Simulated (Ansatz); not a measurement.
Calculated with Ansatz (gas phase, PBE0-D4/def2-TZVP geometries, no zero-point term in ΔE). CCSD(T)/CBS adds triple-zeta CCSD(T) − MP2 to the extrapolated MP2 energy (def2 sets, frozen cores). This one scheme is used for every species. Functionals use def2-TZVPP. One conformer a species, not always the lowest.

Consider the substitution at a C–C bond: `C=C(C)[SiH2][SiH3]` + HCl → `C=C(Cl)[SiH2][SiH3]` + CH₄.

`C=C(C)[SiH2][SiH3]`:

Z-matrix (Å, degrees):
```
C
C 1 1.499
H 1 1.095 2 111.3
H 1 1.093 2 111.5 3 -120.8
H 1 1.095 2 111.0 3 118.4
Si 2 1.872 1 118.4 3 -58.7
C 2 1.332 1 122.0 3 120.3
Si 6 2.344 2 110.7 1 65.0
H 6 1.489 2 109.5 1 -173.8
H 6 1.492 2 110.1 1 -54.3
H 7 1.088 2 121.4 1 -0.1
H 7 1.085 2 122.1 1 179.8
H 8 1.488 6 110.4 2 62.6
H 8 1.490 6 110.4 2 -57.0
H 8 1.489 6 111.0 2 -176.9
```

HCl:

Cartesian coordinates in Å:
```
Cl -0.369 -0.247 0.460
H 0.369 0.247 -0.460
```

`C=C(Cl)[SiH2][SiH3]`:

```xyz
12

C     1.977    0.784   -1.071
C     0.910    0.952   -0.302
Cl    0.007    2.441   -0.376
Si    0.206   -0.313    0.887
Si   -1.963   -0.906    0.234
H     2.325    1.547   -1.759
H     2.533   -0.145   -1.019
H     1.110   -1.496    0.866
H     0.187    0.268    2.255
H    -1.947   -1.406   -1.166
H    -2.876    0.262    0.327
H    -2.470   -1.986    1.123
```

CH₄:

Z-matrix (Å, degrees):
```
C
H 1 1.090
H 1 1.090 2 109.5
H 1 1.090 2 109.5 3 -120.0
H 1 1.090 2 109.5 3 120.0
```

```json
{"level": "ωB97X-V", "ΔE (kJ/mol)": "10.5"}
{"level": "ωB97M-V", "ΔE (kJ/mol)": "10.4"}
{"level": "PBE0", "ΔE (kJ/mol)": "10.0"}
{"level": "MP2/CBS(def2)", "ΔE (kJ/mol)": "9.7"}
```

**Question.** What does CCSD(T)/CBS give? (Estimate.)

**Answer.** The calculation gave: +12.1 kJ/mol. The listed levels differ from it by -1.6, -1.7, -2.1, -2.4 kJ/mol.

Largest T1 diagnostic among the species: 0.012.

From PBE to PBE0 (25 % exact exchange), in def2-TZVPP and without D4, ΔE moves by +5.5 kJ/mol.
